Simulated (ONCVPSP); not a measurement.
## Before and after: ONCV potential for Rh (Z = 45)

| Property | Result |
| --- | --- |
| Element | Rh (Z = 45) |
| Generator | ONCVPSP 4.0.1 |
| Type | optimised norm-conserving Vanderbilt (ONCV) |
| Functional | LDA (Perdew-Zunger) |
| Relativity | fully relativistic |
| Frozen core | [Ar] 3d10 |
| Valence charge | 17 |
| Reference configuration | 4s2 4p6 4d8 5s1 |
| Partial waves | 4s+5s: rc 1.70 bohr, ncon 4, nbas 8, qcut 5.7 1/bohr, 3 projectors, debl 0.3 Ha; 4p: rc 1.20 bohr, ncon 3, nbas 7, qcut 6.6 1/bohr, 2 projectors, debl 1.4 Ha; 4d: rc 2.05 bohr, ncon 4, nbas 9, qcut 8 1/bohr, 1 projector |
| Local potential | polynomial inside 0.85 bohr (lpopt 5, dvloc0 0 Ha) |
| Core correction | Teter function, fcfact 6, rcfact 1.1 |

Open shells are filled in proportion to 2j + 1.

In the p channel the program set the typed energies aside and used -1.811, 0.250 Ha (j = l + 1/2; the other j can differ).

All-electron outer shells of the reference configuration (LDA (Perdew-Zunger), scalar-relativistic, ld1.x):

```csv
shell,level (eV),outermost node (bohr),outermost maximum (bohr)
3d,-301.01,–,0.29
4s,-82.55,0.47,0.88
4p,-50.53,0.47,0.94
4d,-6.15,0.46,1.15
5s,-4.59,1.19,2.63
```

Change: s: qcut 7.5.

Cutoffs: the cutoffs (Ha) at which the residual kinetic energy of the hardest occupied pseudo-wave falls to 1 and 0.1 mHa per electron; they do not see the model core or the augmentation charge, which bear on the density cutoff. Errors are all-electron minus pseudo energies relative to the spin-unpolarised reference configuration.

**Question.** What does the change do?

**Answer.** The potential gets neither clearly harder nor softer (40 Ha and 120 Ha → 40 Ha and 120 Ha); the bound ghost in s disappears; of the 4 tests that both files solve, the error grows in 1 and shrinks in 2 by more than 15 % and 0.3 meV (median size 1.2 → 1.6 meV).

| quantity | base | changed |
| --- | --- | --- |
| cutoff, loose | 40 Ha | 40 Ha |
| cutoff, tight | 120 Ha | 120 Ha |
| loose cutoff by channel | s 12 Ha, p 40 Ha, d 22 Ha | s 19 Ha, p 40 Ha, d 22 Ha |
| bound ghosts | s | none |
| GHOST(+) flags under 300 eV | s at 197.5 eV | s at 227.3 eV |
| error for 4s2 4p6 4d8 5s0, meV [ΔE 7.79 eV] | -0.6 | 0.0 |
| error for 4s2 4p6 4d7 5s0, meV [ΔE 27.56 eV] | -1.8 | -1.5 |
| error for 4s2 4p6 4d6 5s0, meV [ΔE 60.29 eV] | +11 | +11 |
| error for 4s2 4p6 4d7 5s2, meV [ΔE 2.38 eV] | +0.5 | +1.8 |
| s: phases at 1.72 bohr within 0.05 rad from the reference energy up to (Ha; the scan ends near 5) | to the end of the scan | to the end of the scan |
| p3/2: phases at 1.22 bohr within 0.05 rad from the reference energy up to (Ha; the scan ends near 5) | to the end of the scan | to the end of the scan |
| p1/2: phases at 1.22 bohr within 0.05 rad from the reference energy up to (Ha; the scan ends near 5) | to the end of the scan | to the end of the scan |
| d5/2: phases at 2.08 bohr within 0.05 rad from the reference energy up to (Ha; the scan ends near 5) | 1.6 | 1.6 |
| d3/2: phases at 2.08 bohr within 0.05 rad from the reference energy up to (Ha; the scan ends near 5) | 1.5 | 1.5 |
| rms error of d²Exc/dni dnj with the model core, mHa | 4.98 | 5.07 |

 A true bound ghost makes a file unfit for plane-wave use even where its test errors are small: the radial tests pick states by their node count and pass the ghost by.
